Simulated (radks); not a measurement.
The iridium ion Ir3+, configuration [Kr] 4d10 4f14 5s2 5p4 5d6 5f2 (not the ground configuration). All-electron calculation, Dirac Kohn-Sham, exchange-only PBE, spin-unpolarised, spherical densities, finite nucleus; open shells fill j = l - 1/2 first; Fermi nuclear charge, rms radius 5.4032 fm. Program: a radial shooting solver on a logarithmic mesh with Libxc functionals.

Normalised radial functions P(r) = r R(r) (large component), r in bohr:

```
   r/bohr * 4f7/2, o 5d5/2, + 6p1/2 (the largest magnitude, 1.33, reaches the edge; | marks zero, & curves that meet)
 0.000759                             &
 0.001207                             &
 0.001935                             &
 0.003078                             &
 0.004895                             &
 0.007785                             &+
  0.01238                             &+
  0.01969                             & +
  0.03132                             *o+
  0.04981                             |*+o
  0.07922                            +| *  o
    0.126                          +  |     o*
    0.202                             &                *
   0.3213                    o        |    +                     *
   0.5109                        o   +|                         *
   0.8126                     +       |           o   *
    1.292                             | +  *             o
    2.055                             |*         o  +
    3.269                             * o        +
    5.199                             & +
    8.269                             &
```

4f7/2: eigenvalue -109.45 eV, 0 radial nodes, <r> = 0.535 bohr, 90 % of the charge inside 0.866 bohr. 5d5/2: eigenvalue -47.112 eV, 2 radial nodes at r = 0.202, 0.589 bohr, <r> = 1.45 bohr, 90 % of the charge inside 2.16 bohr. 6p1/2 (empty): eigenvalue -28.935 eV, 4 radial nodes at r = 0.0693, 0.204, 0.493, 1.23 bohr, <r> = 2.55 bohr, 90 % of the charge inside 3.65 bohr.
